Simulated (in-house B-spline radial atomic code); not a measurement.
# Solving the quasi-particle equation for 5p up of Te+

Configuration [Kr] 4d10 5s2 5p3, highest spin, start LDA VWN5; correlation leaves out the 5 deepest shells. Computed with an all-electron radial atomic-structure program (B-spline basis): all electrons, scalar-relativistic (spin-free one-electron X2C), finite nucleus, each spin shell either full or empty, empty states to l = 9 with an (l + 1/2)⁻⁴ tail; G0W0 by contour deformation at full frequency.

Spin-orbit coupling, left out, splits p levels strongly here.

Spin-orbit coupling splits this shell strongly; the level is its average.

At the mean-field level ε = -14.6 eV the matrix elements are Σx = -17.743 eV, v_xc = -13.716 eV and Σc(ε) = -0.713 eV, and the slope of the correlation self-energy is dΣc/dω = -0.0852. The quasi-particle energy solves E = ε + Σx − v_xc + Σc(E).

**Question.** What does the linearised equation give?

**Answer.** Z = 1/(1 − dΣc/dω) = 1/1.0852 = 0.9215. The first-order shift is Σx − v_xc + Σc(ε) = -17.743 − (-13.716) + (-0.713) = -4.740 eV, so E ≈ ε + Z × shift = -14.6 + 0.9215 × (-4.740) = -18.968 eV.

**Question.** How does that compare with the full solution and with static screening?

**Answer.** Solving the equation at full frequency dependence gives E = -18.920 eV, where Σc = -0.293 eV and the weight is 0.897; the linearised value is off by 48 meV. Leaving Z out would give -19.340 eV. Static COHSEX puts -2.301 eV in place of Σc and gives -20.928 eV, 2.01 eV deeper. The tabulated removal energy is 18.6 ± 0.4 eV (NIST, measured); the run leaves out spin-orbit coupling, Breit and QED terms.
